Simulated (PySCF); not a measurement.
Vertical excitations of a molecule C2H7NSi2 from TDA-PBE/def2-SVPD run with PySCF 2.14.0, as energy in eV (oscillator strength): 3.49 (0.000), 4.42 (0.000), 4.46 (0.002), 4.88 (0.008), 4.97 (0.001), 5.49 (0.018), 5.85 (0.006), 6.04 (0.001), 6.13 (0.029), 6.24 (0.016). Lowest triplet (TDA): 2.74 eV. Geometry optimised at B3LYP-D3(BJ)/def2-SVP. One conformer was computed; it need not be the lowest.

Identify the compound among the candidates.
A) C[Si@@H]1N=C[SiH2]1
B) [SiH3]N1C=C[SiH2]1
C) N#CC[SiH2][SiH3]
D) N#CC([SiH3])[SiH3]

A, C[Si@@H]1N=C[SiH2]1
